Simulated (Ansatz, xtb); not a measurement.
**Relative energy of two isomers of C5H6OSi**

Structure a is `O=CC1=C[SiH2]C=C1`, a singlet and structure b is `O=C[SiH]1C=CC=C1`, a singlet. Both are isolated molecules in the gas phase, relaxed with PBE-D3(BJ)/def2-SVP; the shapes shown needn't be the lowest conformers.

a (Å):

```xyz
13

C    -1.5389    1.2904   -0.7449
C    -0.0841    1.5862   -0.7735
C     0.4335    2.6970   -1.3848
C     2.1977    1.0016   -0.1910
C     0.8825    0.6621   -0.1224
O    -2.0271    0.3097   -0.2079
Si    2.3054    2.6192   -1.1474
H    -2.1797    2.0604   -1.2713
H    -0.2107    3.4331   -1.8905
H     2.8476    3.7820   -0.3597
H     3.0608    2.5334   -2.4469
H     2.9910    0.3865    0.2581
H     0.4849   -0.2381    0.3751
```

b (Å):

```yaml
atoms:
  - { symbol: C, position_ang: [-0.0099, -0.5217, 3.5057] }
  - { symbol: C, position_ang: [1.1248, 0.7590, 0.9759] }
  - { symbol: C, position_ang: [0.2929, 0.4940, -0.0759] }
  - { symbol: C, position_ang: [-1.1582, 0.6624, 0.1538] }
  - { symbol: C, position_ang: [-1.5485, 1.0694, 1.3991] }
  - { symbol: O, position_ang: [0.1793, -0.5708, 4.7044] }
  - { symbol: Si, position_ang: [0.0105, 1.1216, 2.4400] }
  - { symbol: H, position_ang: [-0.2184, -1.4651, 2.9030] }
  - { symbol: H, position_ang: [0.2868, 2.3040, 3.3176] }
  - { symbol: H, position_ang: [2.2162, 0.6434, 0.9153] }
  - { symbol: H, position_ang: [0.6541, 0.1649, -1.0660] }
  - { symbol: H, position_ang: [-1.8680, 0.4576, -0.6667] }
  - { symbol: H, position_ang: [-2.6032, 1.2029, 1.6782] }
```

Question: Estimate which is lower in electronic energy at CCSD(T)/def2-SVP + ΔMP2/def2-TZVPP, and by roughly how much.

Answer: The CCSD(T)/def2-SVP + ΔMP2/def2-TZVPP calculation puts structure a lower, by 8.1 kcal/mol.

Level by level:

```json
{"level": "GFN2-xTB", "geometry": "GFN2-xTB", "E(b) − E(a) (kcal/mol)": "+18.3", "departure from the last row (kcal/mol)": "+10.3", "job, with rough time for the two": "optimisation, 0.14 s"}
{"level": "HF/STO-3G", "geometry": "GFN2-xTB", "E(b) − E(a) (kcal/mol)": "+1.6", "departure from the last row (kcal/mol)": "−6.4", "job, with rough time for the two": "single point, 0.46 s"}
{"level": "r2SCAN-D4/def2-SVP", "geometry": "GFN2-xTB", "E(b) − E(a) (kcal/mol)": "+10.1", "departure from the last row (kcal/mol)": "+2.0", "job, with rough time for the two": "single point, 4.4 s"}
{"level": "PBE-D3(BJ)/def2-SVP", "geometry": "PBE-D3(BJ)/def2-SVP", "E(b) − E(a) (kcal/mol)": "+8.9", "departure from the last row (kcal/mol)": "+0.9", "job, with rough time for the two": "optimisation, 25 s"}
{"level": "HF/def2-SVP", "geometry": "PBE-D3(BJ)/def2-SVP", "E(b) − E(a) (kcal/mol)": "+11.3", "departure from the last row (kcal/mol)": "+3.3", "job, with rough time for the two": "part of the CCSD(T) run"}
{"level": "MP2/def2-SVP", "geometry": "PBE-D3(BJ)/def2-SVP", "E(b) − E(a) (kcal/mol)": "+11.6", "departure from the last row (kcal/mol)": "+3.6", "job, with rough time for the two": "part of the CCSD(T) run"}
{"level": "CCSD(T)/def2-SVP", "geometry": "PBE-D3(BJ)/def2-SVP", "E(b) − E(a) (kcal/mol)": "+11.0", "departure from the last row (kcal/mol)": "+3.0", "job, with rough time for the two": "single point"}
{"level": "CCSD(T)/def2-SVP + ΔMP2/def2-TZVPP", "geometry": "PBE-D3(BJ)/def2-SVP", "E(b) − E(a) (kcal/mol)": "+8.1", "departure from the last row (kcal/mol)": "", "job, with rough time for the two": "single point, 46 s"}
```

As drawn, b has 1 C–Si, 1 C–H in place of 1 C–C, 1 Si–H.

The levels shown agree on the order. The largest departure from CCSD(T)/def2-SVP + ΔMP2/def2-TZVPP is that of GFN2-xTB, 10.3 kcal/mol. The last row adds to CCSD(T) the change of the MP2 difference between the two basis sets, here −3.0 kcal/mol.

With thermal terms from frequencies at re-optimised GFN2-xTB minima (ideal gas, soft modes damped towards free rotors, one conformer each, 298.15 K, 1 atm): the zero-point term adds +1.0 kcal/mol; ΔH is +9.3 and ΔG +8.6 kcal/mol.

The correlated steps freeze 11 core orbitals. Run with Ansatz 0.2.0, xtb 6.7.1; the last row on 2 threads of Intel(R) Xeon(R) 6975P-C (Granite Rapids) on a shared host.
